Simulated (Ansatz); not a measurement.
```tsv
atom	x (Å)	y (Å)	z (Å)
Li	1.0999	-0.0065	0.0059
Li	-1.0970	0.0062	-0.0013
F	-0.0023	1.2976	-0.0083
F	-0.0032	-1.2923	-0.0095
```

Basis set: STO-3G (spherical functions). Frozen core: 2 orbitals. Charge 0, multiplicity 1.

Computed with Ansatz (development build ahead of 0.2.0); each method stands on the lowest determinant of its kind that the runs found. Restricted open shells among the atoms or ions are ROHF, correlated in semicanonical orbitals with singles.

The atomization energy at this shape (free ground-state atoms in the same class of orbitals less the molecule, no zero-point energy) of singlet Li2F2:

| method | atomization energy |
| --- | --- |
| RHF | 8.97 eV |

(1) What does RHF-MP2 give?

Results:

(1) 11.27 eV.

This basis has no polarisation functions and is too small for such energies, which can lie far from measured ones in either direction.
